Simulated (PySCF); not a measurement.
A PySCF script (with the pyscf-properties extension) for the NMR shieldings of SMILES N#CCC#C[Si@@H]1C=C(F)C1, C7H6FNSi, on a GFN2-xTB geometry:

```python
import basis_set_exchange as bse
import numpy as np
from pyscf import gto, dft
from pyscf.prop import nmr

atoms = """
N     4.781539    1.349316   -0.005464
C     4.055119    0.472008   -0.085386
C     3.126598   -0.632164   -0.186002
C     1.763376   -0.132770   -0.125983
C     0.641822    0.303362   -0.077619
Si   -1.082128    0.953204    0.013204
C    -2.163113    0.212545    1.372006
C    -2.897487   -0.459245    0.487216
F    -3.942705   -1.269726    0.713602
C    -2.374828   -0.172946   -0.882365
H     3.308258   -1.327339    0.641085
H     3.295839   -1.153880   -1.134513
H    -1.133058    2.385765   -0.257423
H    -2.270908    0.230532    2.441512
H    -3.105539    0.310465   -1.528119
H    -2.010386   -1.060182   -1.397162
"""
names = dict.fromkeys(["N", "C", "Si", "F", "H"], "pcSseg-1")
basis = {el: gto.basis.parse(bse.get_basis(n, elements=[el], fmt="nwchem")) for el, n in names.items()}
mol = gto.M(atom=atoms, basis=basis, charge=0, verbose=0)
mf = dft.RKS(mol, xc="PBE0")
mf.grids.level = 2
mf.grids.alignment = dft.numint.BLKSIZE   # the property module wants whole blocks of grid points
mf.conv_tol = 1e-9
mf.kernel()

calc = nmr.RKS(mf)   # GIAO
C = mf.mo_coeff
Co = C[:, mf.mo_occ > 0]
resp = mf.gen_response(singlet=True, hermi=2)
def vind(x):   # induced exchange potential for any number of trial vectors
    d = np.einsum("pi,xij,qj->xpq", C, 2 * x.reshape(-1, C.shape[1], Co.shape[1]), Co, optimize=True)
    return np.einsum("xpq,pi,qj->xij", resp(d - d.transpose(0, 2, 1)), C, Co, optimize=True).ravel()
mo1, _ = nmr.rhf.solve_mo1(calc, with_cphf=vind)
sigma = calc.kernel(mo1)
for i, s in enumerate(sigma):   # ppm
    w = np.linalg.eigvalsh((s + s.T) / 2)
    print("%2d %-2s iso %8.1f  s11 %8.1f  s22 %8.1f  s33 %8.1f" % (i, mol.atom_pure_symbol(i), w.mean(), *w))
```

Q: Give the expected output.

A: 
```
 0 N  iso    -35.7  s11   -207.5  s22   -198.9  s33    299.4
 1 C  iso     69.2  s11    -44.7  s22    -41.0  s33    293.2
 2 C  iso    176.7  s11    165.7  s22    175.6  s33    188.8
 3 C  iso     83.1  s11    -12.5  s22     -6.2  s33    268.0
 4 C  iso     97.2  s11     10.2  s22     15.1  s33    266.1
 5 Si iso    428.0  s11    376.7  s22    411.5  s33    495.8
 6 C  iso     76.4  s11     -8.5  s22     96.7  s33    141.1
 7 C  iso      9.9  s11    -99.5  s22     58.6  s33     70.5
 8 F  iso    208.0  s11     68.0  s22    254.7  s33    301.3
 9 C  iso    159.3  s11    139.4  s22    159.1  s33    179.5
10 H  iso     28.4  s11     23.2  s22     27.5  s33     34.4
11 H  iso     28.4  s11     23.2  s22     27.5  s33     34.5
12 H  iso     26.8  s11     22.4  s22     25.6  s33     32.5
13 H  iso     26.9  s11     24.4  s22     25.6  s33     30.6
14 H  iso     29.4  s11     26.2  s22     27.0  s33     35.1
15 H  iso     29.5  s11     26.2  s22     27.8  s33     34.5
```

These numbers come from an equivalent density-fitted implementation of the same equations, which agrees with the script to about 0.01 ppm for H and up to a few tenths of a ppm for heavy atoms, so last digits may differ.

Q: Turn these shieldings into chemical shifts. δ = σ(ref) − σ, references computed at the same level: 15N (σ = 267.73 ppm) against NH3; 13C (σ = 186.93 ppm) and 29Si (σ = 349.16 ppm) and 1H (σ = 31.72 ppm) against TMS; 19F (σ = 170.95 ppm) against CFCl3.

A: Averaging equivalent atoms: N 0: 303.4; C 7: 177.1; C 1: 117.8; C 6: 110.5; C 3: 103.8; C 4: 89.8; C 9: 27.6; C 2: 10.2; Si 5: -78.9; F 8: -37.1; H 12: 4.88; H 13: 4.83; H 10: 3.33; H 11: 3.31; H 14: 2.28; H 15: 2.23 ppm. Unscaled 19F shifts against computed CFCl3 carry errors that often reach 10 to 50 ppm. Experimental scales use liquid or dissolved standards, which lie at an offset from isolated NH3 (liquid NH3: subtract about 20 ppm). Unscaled 15N shifts of sp2 nitrogen come out 20 to 40 ppm too high even then.

Size and cost of the density-fitted run: 207 basis functions, 72 s wall time on 1 thread of an Arm Neoverse N1, shared host; peak memory 0.91 GiB.
